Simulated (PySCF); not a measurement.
The numbers are results of PySCF with PBE-D3(BJ)/def2-TZVP // B3LYP-D3(BJ)/def2-TZVP, not measurements. Isolated molecules, 0 K electronic values unless said otherwise. One relaxed conformer stands for a flexible species; it need not be the lowest. Excitations are Tamm–Dancoff values on a coarser integration grid. The basis has no diffuse functions, so Rydberg states are missing or too high.

Reference species (SMILES): `[SiH2]=CO[SiH3]` (Si–C–O–Si torsion 0°) (neutral, multiplicity 1).

```yaml
T1 excitation (TDA): 2.40 eV
LUMO: -1.81 eV
```

Changed species: `C/[SiH]=[SiH]/O` (Si–Si–O–H torsion 129°).

Give the shifts of the T1 excitation (TDA) and LUMO.

the T1 excitation (TDA) drops by 0.84 eV, to 1.56 eV; the LUMO drops by 0.62 eV, to -2.43 eV.
